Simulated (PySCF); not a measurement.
## Unknown compound

The spectra below were simulated for a compound C$_{4}$H$_{8}$O$_{2}$Si.

¹H NMR (400 MHz, computed): δ 10.03 (t, 1H), 6.53 (m, 1H), 5.12 (m, 1H), 5.11 (t, 2H), 4.68 (m, 1H), 2.48 (m, 2H).

¹³C{¹H} NMR (computed): δ 204.4 (CH), 152.7 (CH), 103.8 (CH2), 39.2 (CH2).

- geometry from GFN2-xTB
- GIAO PBE0/pcSseg-1 shieldings
- program: PySCF 2.14
- no relativistic terms, gas phase, single conformer, one averaged value for each set of equivalent atoms

Referencing at the same level of theory: ¹H (σref 31.72) and ¹³C (σref 186.93) against TMS.

Problem. Propose a structure and justify it.

Solution. 
The formula gives 2 degrees of unsaturation (no ring in the answer). 4 carbon signals for 4 carbons: no two carbons are equivalent. Carbon types of the structure: 2 × CH, 2 × CH2, leaving 2 H on heteroatoms. δC 204.4: aldehyde carbonyl carbon; the double bond to the heteroatom, with no lone-pair donor beside it, deshields it most. δC 152.7: alkene carbon bearing oxygen; an sp2 carbon further deshielded by the attached heteroatom. δC 103.8: β carbon of an enol-ether or enamine type C=C; the O or N lone pair pushes π density onto this β carbon and shields it. δH 10.03: hydrogen on an aldehyde carbonyl carbon; the formyl region, downfield of aromatic protons. δH 6.53: hydrogen on an alkene carbon bearing oxygen; olefinic region. δH 5.12, 4.68: hydrogen on a β carbon of an enol-ether or enamine type C=C. δH 2.48: hydrogen on an sp3 CH2 bonded to Si, α to a carbonyl; α to C=O.

These data were computed for `C(C[SiH2]OC=C)=O`.

The shifts were computed for this structure.

Shifts are as computed. Against solution values, carbons near 30 ppm lie about +3 ppm off and those near 130 ppm about +5 ppm. Of 1211 compounds with measured shifts, 218 miss one by over three times the rms of a fit or turn the order of signals round; such compounds aren't used in these exercises. No couplings were computed; multiplicities are counted from neighbouring protons, with m where these are inequivalent, close in shift, in a saturated or five-membered ring or joined by F or P, and br s for small geminal =CH2 splittings.
